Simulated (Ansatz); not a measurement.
```yaml
crystal:
  periodic: [false, false, false]
  atoms:
    - {symbol: C, position_ang: [0.583228, 2.163277, -1.784567]}
    - {symbol: N, position_ang: [0.065563, 1.369326, -0.731704]}
    - {symbol: W, position_ang: [-0.287940, 0.001499, 0.308239]}
    - {symbol: N, position_ang: [0.719915, -1.367485, -0.124570]}
    - {symbol: C, position_ang: [1.728068, -2.164205, -0.720873]}
    - {symbol: O, position_ang: [0.084534, 0.503970, 2.095670]}
    - {symbol: C, position_ang: [0.567228, 1.655569, 2.728351]}
    - {symbol: O, position_ang: [-2.100001, -0.498766, 0.078346]}
    - {symbol: C, position_ang: [-2.768228, -1.655254, -0.341084]}
    - {symbol: H, position_ang: [-0.215528, 2.481146, -2.464416]}
    - {symbol: H, position_ang: [1.335118, 1.623610, -2.372049]}
    - {symbol: H, position_ang: [1.055903, 3.068295, -1.386830]}
    - {symbol: H, position_ang: [2.252604, -1.628679, -1.520772]}
    - {symbol: H, position_ang: [2.470378, -2.477331, 0.022243]}
    - {symbol: H, position_ang: [1.294135, -3.072016, -1.154824]}
    - {symbol: H, position_ang: [0.490988, 2.533939, 2.078868]}
    - {symbol: H, position_ang: [1.615681, 1.516937, 3.012461]}
    - {symbol: H, position_ang: [-0.015592, 1.837013, 3.636468]}
    - {symbol: H, position_ang: [-3.624648, -1.833116, 0.316344]}
    - {symbol: H, position_ang: [-2.113009, -2.532202, -0.311762]}
    - {symbol: H, position_ang: [-3.138396, -1.525538, -1.363531]}
basis:
  gaussian: {orbitals: def2-TZVP}
magnetization: {spin_polarized: true, initial_magnetization: 1}
hamiltonian: {xc: {name: RPBE}, dispersion: d3bj}
output: {forces: true}
```

```sh
$ ansatz run in.yaml --threads 4 --pin off --events-out ev --progress --plain --max-ram 46080MiB --backend cuda --devices 0, --max-vram 37GiB
```

Output, abridged:

```
Error: a molecule whose nuclei and cores have a total charge of 80 cannot have a net charge of 0 together with 1 unpaired electrons
```

(1) What is wrong with this run?

Answers

(1) The number of unpaired electrons doesn't fit the electron count. The program refused the input.
